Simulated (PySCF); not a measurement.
NICS in rings of unrelated molecules.

Probes without a nucleus sit at each ring's centroid and 1 Å off its mean plane on both sides; NICS is minus the shielding there, NICSzz its component along the normal. Level: GIAO PBE0/pcSseg-1 (PySCF, non-relativistic, gas phase) on the GFN2-xTB geometries, one conformer each. Atom numbers follow the mapped SMILES.

Question: Order these rings by mean NICS(1)zz, lowest (most negative) first (ppm).
A. ring C4–C5–C6–C7–O8 in `[CH3:1][CH2:2][CH2:3][c:4]1[cH:5][cH:6][cH:7][o:8]1`
B. ring C3–C4–C5–C6–C7–C8 in `[CH3:1][O:2][CH:3]1[CH:4]=[CH:5][CH2:6][CH:7]=[CH:8]1`
C. ring C2–C3–C4–C5–C6 in `[Cl:1][CH:2]1[CH2:3][CH2:4][CH2:5][CH2:6]1`
D. ring C3–C4–O5–C6–C9 in `[CH:1]#[C:2][C@H:3]1[CH2:4][O:5]/[C:6](=[CH:7]/[F:8])[C:9]1=[CH2:10]`
E. ring N6–N7–C8–C9–N10 in `[CH3:1][CH2:2][C:3]([CH3:4])([CH3:5])[n:6]1[n:7][cH:8][cH:9][n:10]1`
F. ring C2–N3–N4–N5–C6 in `[CH3:1][c:2]1[nH:3][n:4][n:5][c:6]1[C:7]([CH3:8])([CH3:9])[CH3:10]`
G. ring C3–C4–C5–C6–C10–C11 in `[CH3:1][O:2][c:3]1[cH:4][cH:5][c:6]([C:7](=[O:8])[Cl:9])[cH:10][cH:11]1`

Answer: E (-34.4), F (-31.7), A (-26.5), G (-24.5), C (-5.6), D (-3.5), B (-1.6).

```tsv
SMILES	ring	NICS(0)	NICS(1)	NICS(1)zz	HOMA	rms pucker (Å)	ring atoms with four or more neighbours
CCC(C)(C)n1nccn1	5-membered ring with 3 N; formal bonds all aromatic	-13.4	-13.5	-34.4	1.00	0.00	0
Cc1[nH]nnc1C(C)(C)C	5-membered ring with 3 N; formal bonds all aromatic	-12.7	-13.0	-31.7	0.94	0.00	0
CCCc1ccco1	5-membered ring with O; formal bonds all aromatic	-11.7	-10.1	-26.5	0.46	0.00	0
COc1ccc(C(=O)Cl)cc1	6-membered carbocycle; formal bonds all aromatic	-8.6	-10.6	-24.5	0.97	0.00	0
ClC1CCCC1	5-membered carbocycle; formal bonds all single	-5.2	-4.1	-5.6	–	0.18	5
C#C[C@H]1CO/C(=C/F)C1=C	5-membered ring with O; formal bonds all single	-5.0	-3.1	-3.5	–	0.10	2
COC1C=CCC=C1	6-membered carbocycle; formal bonds 2 double, 4 single	-0.4	-2.7	-1.6	–	0.13	2
```

NICS(0) gives the same order. The isotropic NICS(1) gives another order. Over the 4 rings with a HOMA value its correlation coefficient with NICS(1)zz is -0.43. HOMA uses Krygowski's 1993 parameters; it is left out where a ring has a four-coordinate atom, a triple bond, no multiple bond or a kind of bond without parameters. NICS(1) and NICS(1)zz are means over the two faces.
